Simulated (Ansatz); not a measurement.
Reaction (silylene formation by 1,1-elimination): `[CH3][SnH2][SiH2]F` → `[CH3][SnH3]` + `F[SiH]`

Isolated molecules relaxed with PBE0-D4/def2-TZVP in Ansatz; ΔE leaves out vibrations. CCSD(T)/CBS is the MP2 limit (def2-TZVPP, def2-QZVPP) plus CCSD(T) − MP2 in def2-TZVPP, frozen cores. This one scheme is used for every species. DFT in def2-TZVPP. def2 core potentials past Kr. For Sn outer-core shells are correlated without core-valence functions, which leaves a few kJ/mol of doubt a bond. One conformer a species, not always the lowest.

Q: Is it downhill or uphill in electronic energy at CCSD(T)/CBS, and by how much? (Best estimate.)

A: Ansatz gave: Uphill: ΔE = +2.29 eV.

Q: What do these levels give: r2SCAN-D4, PBE, HF/def2-TZVPP, MP2/def2-TZVPP, CCSD(T)/def2-TZVPP, HF/def2-QZVPP? (Best estimate.)

A: Ansatz gave: r2SCAN-D4 2.46, PBE 2.22, HF/def2-TZVPP 2.09, MP2/def2-TZVPP 2.36, CCSD(T)/def2-TZVPP 2.18, HF/def2-QZVPP 2.08 eV.

Largest T1 diagnostic among the species: 0.015.

The D4 term adds +0.13 eV with B3LYP and +0.07 eV with PBE0; it sums over pairs of atoms, weighted by their polarisabilities, and B3LYP, whose exchange is more repulsive, gets the larger term. In def2-TZVPP, CCSD(T) changes the Hartree–Fock value by +0.09 eV (the triples alone add +0.03 eV) and MP2 by +0.27 eV.

B3LYP here is the variant with VWN-RPA as its local correlation; programs differ in this.
